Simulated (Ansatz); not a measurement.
Ansatz (a program for electronic structure) input (RI-MP2/cc-pV(T+d)Z):
A basis named .json is the Basis Set Exchange file of that set.

Ansatz 0.2 input:
```yaml
crystal:
  periodic: [false, false, false]
  atoms:
    - {symbol: C, position_ang: [-1.04111583, 0.00436008, -0.00589786]}
    - {symbol: Cl, position_ang: [0.55265444, -0.00231446, 0.00313075]}
    - {symbol: H, position_ang: [-1.57008623, 0.95646317, -0.03558607]}
    - {symbol: H, position_ang: [-1.57834429, -0.94327789, 0.01775039]}
basis:
  gaussian:
    orbitals: cc-pV_T+d_Z.json
    fitting: {mean_field: def2-universal-jkfit, correlation: cc-pVTZ-RIFIT.json}
total_charge: 1
magnetization: {spin_polarized: false}
correlation: {method: mp2, electrons: outside_noble_gas}
```

End of the output:

```
integrals: 0.02 GiB planned
239 factors; integrals over basis functions are off by at most 1.4e0 eV
263 factors; integrals over basis functions are off by at most 7.9e-1 eV
mean field: 0.12 GiB planned
mean field evaluation 1: about -13556.2808 eV, gradient 1.5e1 eV
mean field evaluation 2: about -13556.8990 eV, gradient 4.3e0 eV
mean field evaluation 4: about -13556.9665 eV, gradient 4.9e-1 eV
mean field evaluation 8: about -13556.9688 eV, gradient 2.7e-6 eV
mean field -13556.96876086 eV, -498.2094127183 hartree, gradient 2.7e-6 eV, S^2 0.000000; 0 other end points of the search recorded, 0 dependent functions left out
6 core orbitals not correlated
reference -13556.96876086 eV, -498.2094127183 hartree; 6, 6 occupied and 85, 85 virtual orbitals, 263 factors
second order -8.98667059 eV of doubles, -0.00000000 eV of singles
Total energy: -13565.95543146 eV, -498.5396667712 hartree
```
